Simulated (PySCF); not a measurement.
Structure revision by computed shifts

A compound C$_{11}$H$_{10}$ gives the data below (simulated from a calculation) and was assigned the structure `C1=C[C@H]2C[C@@H]1c1ccccc12`.

$^{13}$C{$^{1}$H} NMR (computed): δ 172.9 (C), 153.6 (CH), 150.2 (CH), 142.1 (C), 138.5 (CH), 119.5 (CH2), 104.3 (CH), 84.1 (C), 75.8 (CH2), 60.0 (CH), 52.1 (CH).

$^{1}$H NMR (300 MHz, computed): δ 7.33 (m, 1H), 7.18 (m, 1H), 7.06 (m, 1H), 5.57 (m, 1H), 5.50 (m, 1H), 3.84 (s, 1H), 3.71 (m, 1H), 3.49 (m, 1H), 2.21 (m, 1H), 2.10 (m, 1H).

Theory: structure optimised with GFN2-xTB, NMR shieldings at PBE0/pcSseg-1/GIAO, in PySCF 2.14.0 with density-fitted response routines (one computed conformer, non-relativistic Hamiltonian, no solvent).

Shifts are taken against calculated references (same method and geometry level): $^{1}$H, $^{13}$C against TMS.

Problem. Compare with the shifts computed for the proposed structure, pairing carbons in order of shift.

Solution. Numbering as in the mapped SMILES `[CH:1]1=[CH:2][C@H:3]2[CH2:4][C@@H:5]1[c:6]1[cH:7][cH:8][cH:9][cH:10][c:11]12`. Hydrogens are named by the atom that carries them.

| atom | computed for proposal | given list | difference |
| --- | --- | --- | --- |
| C6 | 158.9 | 172.9 | -14.0 |
| C11 | 158.9 | 153.6 | +5.3 |
| C1 | 153.4 | 150.2 | +3.2 |
| C2 | 153.4 | 142.1 | +11.3 |
| C8 | 129.4 | 138.5 | -9.1 |
| C9 | 129.4 | 119.5 | +9.9 |
| C7 | 127.0 | 104.3 | +22.7 |
| C10 | 127.0 | 84.1 | +42.9 |
| C4 | 75.5 | 75.8 | -0.3 |
| C3 | 54.0 | 60.0 | -6.0 |
| C5 | 54.0 | 52.1 | +1.9 |

The rms difference is 16.3 ppm and the largest +42.9 ppm at C10 (aromatic CH). The proposal also would give 6 carbon signals, not 11. The carbon types in order of shift don't match either: C, C, CH, CH, CH, CH, CH, CH, CH2, CH, CH for the proposal against C, CH, CH, C, CH, CH2, CH, C, CH2, CH, CH in the data. The proposal doesn't fit.

Problem. Which isomer fits?

Solution. `C(#C)C1=C(C=C)[C@@H]2C=C[C@H]1C2`.

- Carbon types of the structure: 3 × C, 6 × CH, 2 × CH2, which accounts for all hydrogens.
- δC 153.6, 150.2, 138.5: alkene CH; an sp2 carbon of a C=C bond.
- δC 119.5: terminal =CH2 carbon; an sp2 carbon of a C=C bond.
- δC 104.3: terminal alkyne carbon; the triple bond shields along its axis, which puts it between sp3 and sp2 carbons.
- δC 84.1: alkyne carbon; sp carbons lie upfield of alkene carbons because the cylindrical π system leaves one tensor component strongly shielded.

Other isomers checked: C#Cc1cccc(CC=C)c1 (rms 18.3 ppm).

The data come from this structure; uniqueness wasn't tested.

Shifts are as computed. Against solution values, carbons near 30 ppm lie about +3 ppm off and those near 130 ppm about +5 ppm. Of 1211 compounds with measured shifts, 218 miss one by over three times the rms of a fit or turn the order of signals round; such compounds aren't used in these exercises. Multiplicities follow the n + 1 count of equivalent neighbours, as no J values were calculated; m marks all less simple cases, F and P coupling included.
